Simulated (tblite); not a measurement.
C₆H₇O₂Se (charge -1).
Numbering: `[CH3:1][Se:2][C:3](=[O:4])/[CH:5]=[CH:6]\[CH:7]=[CH:8]\[O-:9]` (hydrogens: H10, H11, H12 on C1; H13 on C5; H14 on C6; H15 on C7; H16 on C8)
Bond orders are those of one Lewis drawing.

Computed with GFN2-xTB (tblite), gas phase: L-BFGS steps from a force-field or distance-geometry start until the largest atomic force falls under 0.01 eV/Å.

Step 86: E = -759.8796 eV
```
atom  x, y, z in Å  |  force x, y, z in eV/Å
C1      3.7598    0.2974    0.0777    0.084  -0.007   0.033
Se2     2.5930   -0.9079   -0.9137    0.038   0.028   0.115
C3      0.7885   -0.0431   -0.2396    0.001  -0.090   0.031
O4      0.9389    1.0215    0.2921   -0.017   0.107   0.005
C5     -0.2448   -0.9158   -0.5142   -0.035  -0.010  -0.029
C6     -1.5976   -0.6989   -0.2386   -0.016  -0.015  -0.029
C7     -2.2197    0.4147    0.2689    0.027   0.017   0.030
C8     -3.6238    0.4667    0.4326    0.049   0.002   0.048
O9     -4.3007    1.4062    0.8475    0.059  -0.020  -0.015
H10     3.3863    1.3062   -0.0737   -0.021   0.031  -0.032
H11     3.7274    0.0553    1.1406   -0.034  -0.065  -0.095
H12     4.7751    0.1899   -0.3026   -0.078   0.036   0.002
H13     0.0402   -1.8472   -0.9893   -0.039  -0.017   0.027
H14    -2.2421   -1.5446   -0.4754   -0.027   0.045  -0.045
H15    -1.6359    1.2851    0.5385   -0.049  -0.051  -0.035
H16    -4.1524   -0.4764    0.1380    0.060   0.012  -0.012
```

Step 87: E = -759.8817 eV
```
atom  x, y, z in Å  |  force x, y, z in eV/Å
C1      3.7590    0.2972    0.0777   -0.015   0.029  -0.085
Se2     2.5956   -0.9212   -0.8978    0.003   0.009   0.082
C3      0.7903   -0.0437   -0.2377   -0.006  -0.077   0.027
O4      0.9418    1.0260    0.2844   -0.024   0.055  -0.006
C5     -0.2446   -0.9158   -0.5126    0.058   0.029  -0.046
C6     -1.5964   -0.6959   -0.2417   -0.013  -0.013   0.026
C7     -2.2175    0.4123    0.2782   -0.002  -0.033   0.022
C8     -3.6218    0.4664    0.4340    0.007  -0.010  -0.013
O9     -4.2987    1.4111    0.8363    0.048  -0.035   0.016
H10     3.3728    1.2998   -0.0805   -0.018   0.054  -0.020
H11     3.7275    0.0582    1.1357   -0.010  -0.079   0.078
H12     4.7699    0.1979   -0.3065    0.021   0.021  -0.025
H13     0.0410   -1.8452   -0.9917   -0.045  -0.018   0.036
H14    -2.2386   -1.5388   -0.4851   -0.081   0.009  -0.065
H15    -1.6363    1.2771    0.5619    0.000   0.008  -0.036
H16    -4.1518   -0.4766    0.1343    0.078   0.050   0.009
```

Step 88: E = -759.8828 eV
```
atom  x, y, z in Å  |  force x, y, z in eV/Å
C1      3.7581    0.2968    0.0739   -0.057   0.037   0.000
Se2     2.5949   -0.9350   -0.8838    0.002   0.026   0.082
C3      0.7921   -0.0441   -0.2315    0.014  -0.023   0.054
O4      0.9466    1.0269    0.2886   -0.028   0.002  -0.033
C5     -0.2436   -0.9131   -0.5098    0.023   0.049  -0.027
C6     -1.5962   -0.6938   -0.2421   -0.015  -0.043   0.010
C7     -2.2178    0.4107    0.2838    0.028  -0.024   0.030
C8     -3.6222    0.4660    0.4315    0.006  -0.019  -0.029
O9     -4.2993    1.4113    0.8308    0.017  -0.017   0.035
H10     3.3630    1.2961   -0.0921   -0.005   0.015   0.011
H11     3.7335    0.0624    1.1365   -0.002  -0.034  -0.023
H12     4.7663    0.2032   -0.3157    0.053   0.009  -0.031
H13     0.0429   -1.8400   -0.9893   -0.040  -0.069   0.010
H14    -2.2391   -1.5345   -0.4962   -0.060   0.033  -0.054
H15    -1.6362    1.2715    0.5793   -0.003   0.008  -0.045
H16    -4.1507   -0.4754    0.1248    0.067   0.050   0.010
```

Problem. Estimate the geometry and energy of step 89. (The exact step hangs on the optimiser's Hessian estimate; all steps are aligned on step 88, rigid shifts and turns removed.)

Solution. E = -759.8844 eV, largest force 0.085 eV/Å
```
atom  x, y, z in Å  |  force x, y, z in eV/Å
C1      3.7614    0.3003    0.0702   -0.037  -0.004   0.020
Se2     2.5938   -0.9404   -0.8691   -0.001   0.013   0.052
C3      0.7921   -0.0470   -0.2231   -0.017  -0.012   0.037
O4      0.9452    1.0260    0.2941   -0.029  -0.029  -0.034
C5     -0.2448   -0.9138   -0.5084    0.006   0.063   0.006
C6     -1.5984   -0.6957   -0.2415    0.002  -0.074  -0.018
C7     -2.2178    0.4065    0.2899    0.019  -0.010   0.031
C8     -3.6227    0.4667    0.4283    0.028  -0.007  -0.029
O9     -4.2979    1.4149    0.8231   -0.007   0.001   0.050
H10     3.3628    1.2971   -0.0965   -0.022   0.041   0.012
H11     3.7420    0.0659    1.1334    0.021  -0.007  -0.031
H12     4.7677    0.2084   -0.3267    0.028   0.004  -0.016
H13     0.0404   -1.8396   -0.9893   -0.022  -0.082   0.001
H14    -2.2451   -1.5323   -0.5050   -0.019   0.057  -0.042
H15    -1.6339    1.2633    0.5925   -0.006   0.014  -0.043
H16    -4.1525   -0.4712    0.1167    0.056   0.032   0.004
```

The energy changes by -0.0016 eV. The first-order estimate −F·Δx gives -0.0022 eV and the mean of the old and new forces, exact on a quadratic surface, -0.0016 eV. The step makes an angle of 75° with the force vector and moves no atom by more than 0.016 Å.

What follows is the cost of the whole relaxation. Time: 1.1 s. Hardware: one thread of an Arm Neoverse V1, shared host with 32 logical CPUs at a one-minute load of 15.
